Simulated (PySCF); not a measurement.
# Computed records: CH4BO

All values are calculated (PySCF 2.14.0). Calculation on a computer-drawn molecule: optimised geometry and harmonic frequencies of an isolated molecule of the commonest isotopes, restricted reference for singlets and unrestricted otherwise, frozen core in MP2.

Entry: CH4BO

Start structure:
```xyz
7
CH4BO
B     -2.4447    -0.5124    -0.4365
O     -1.4219    -1.0441    -0.7863
C     -0.1564    -1.7008    -1.2198
H     -3.4373     0.0041    -0.0975
H      0.6118    -0.9499    -1.0912
H     -0.3187    -1.9759    -2.2534
H     -0.0386    -2.5521    -0.5627
```

```
charge                                        : 1
multiplicity                                  : 1
method                                        : MP2
basis                                         : cc-pVDZ
rotational constants                          : 149.9, 8.586, 8.586 GHz
total energy                                  : -139.8874 hartree
convergence status largest gradient component : 6.14e-06 hartree/bohr
```

Drawn bonds:
| atom | other atom | order |
| --- | --- | --- |
| 1 | 2 | 1 |
| 2 | 3 | 1 |
| 1 | 4 | 1 |
| 3 | 5 | 1 |
| 3 | 6 | 1 |
| 3 | 7 | 1 |

Optimised structure:
```xyz
7
CH4BO
B     -2.4562    -0.5062    -0.4328
O     -1.4161    -1.0468    -0.7885
C     -0.1532    -1.7025    -1.2209
H     -3.4562     0.0135    -0.0907
H      0.6251    -0.9436    -1.0912
H     -0.3162    -1.9814    -2.2669
H     -0.0331    -2.5641    -0.5564
```

Modes:
| frequency (cm⁻¹) | reduced mass (dalton) |
| --- | --- |
| 153.2 | 3.568 |
| 153.4 | 3.568 |
| 739.3 | 7.112 |
| 746.6 | 1.326 |
| 746.7 | 1.326 |
| 1177 | 1.219 |
| 1177 | 1.218 |
| 1447 | 1.135 |
| 1477 | 1.046 |
| 1477 | 1.046 |
| 1851 | 4.697 |
| 2942 | 1.192 |
| 3152 | 1.023 |
| 3310 | 1.116 |
| 3310 | 1.116 |
